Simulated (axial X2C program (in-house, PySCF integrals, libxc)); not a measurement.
## How long does VS take?

A bond scan computed with an in-house all-electron X2C program for linear molecules (integrals from PySCF). Basis: V dyall-cv3z [10s10p6d4f2g], S dyall-av3z [9s8p3d2f] (cores contracted in-house).

Input file and command:
```json
{
 "zs": [
  23,
  16
 ],
 "q": 0,
 "bas": [
  "dyall-cv3z",
  "dyall-av3z"
 ],
 "levels": [
  "PBE0",
  "HF",
  "PBE50"
 ],
 "cc": true,
 "r0": 2.06,
 "thr": -2.0,
 "nmax": 90,
 "npts": 10,
 "nst": 2,
 "ntry": 6
}
```
```bash
python so2c.py task.json out
```

Keys: zs atomic numbers; q charge; bas basis sets; levels methods; cc coupled cluster on or off; r0 starting distance in Å; thr threshold in hartree for freezing inner shells (an s shell follows its p shell); nmax most natural virtual spinors; npts points on the curve; nst determinants followed; ntry starts of the search. HF also brings MP2.

Hardware: 1 thread of Arm Neoverse V1, with other jobs on the host.

Wall time of one point of each curve, integrals apart:

```tsv
Hamiltonian	level	points	seconds a point
spin-free	PBE0	10	0.51
spin-free	HF	10	0.31
spin-free	CCSD(T) (11 electrons, 89 virtuals)	7	6.2
spin-free	PBE50	10	0.53
2c	PBE0	10	0.73
2c	HF	10	0.72
2c	CCSD(T) (11 electrons, 90 virtuals)	7	6.7
2c	PBE50	10	0.74
```

The rest:

Search with its distance optimisation 27 s, atoms 10 s, whole task 170 s. Coupled cluster runs on the points near the minimum only. The program drops outer points, and coupled cluster, when its time limit (not in the input) nears; MP2, further determinants and curves that did not converge are not in the table.
